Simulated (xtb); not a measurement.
C$_{4}$H$_{4}$N, doublet, geometry from GFN2-xTB. Base run: GFN0-xTB in xtb.

The xtb input:
```
$ xtb mol.xyz --gfn 0 --uhf 1 --json

# file mol.xyz
9

H     -0.00306512     0.07735829     2.15139521
N     -0.00173582     0.06478905     1.14577413
C     -0.00544177     1.14296516     0.34032033
C      0.00416020    -1.05198339     0.35633521
C     -0.00219146     0.77883833    -0.96507126
C      0.00402130    -0.64308464    -0.94873942
H      0.00794089    -2.03683772     0.77993376
H     -0.00387345     1.41173950    -1.82730995
H      0.00785878    -1.26619621    -1.82150703
```

Each row names what was changed in the base input (with any setting that the change needs).

```json
[
 {"change": "base", "ΔE vs base (mEh)": "0.000"},
 {"change": "etemp = 5000", "ΔE vs base (mEh)": "-15.802"},
 {"change": "acc = 30", "ΔE vs base (mEh)": "0.000"},
 {"change": "acc = 0.1", "ΔE vs base (mEh)": "0.000"},
 {"change": "etemp = 10000", "ΔE vs base (mEh)": "-54.749"},
 {"change": "etemp = 10", "ΔE vs base (mEh)": "0.000"}
]
```
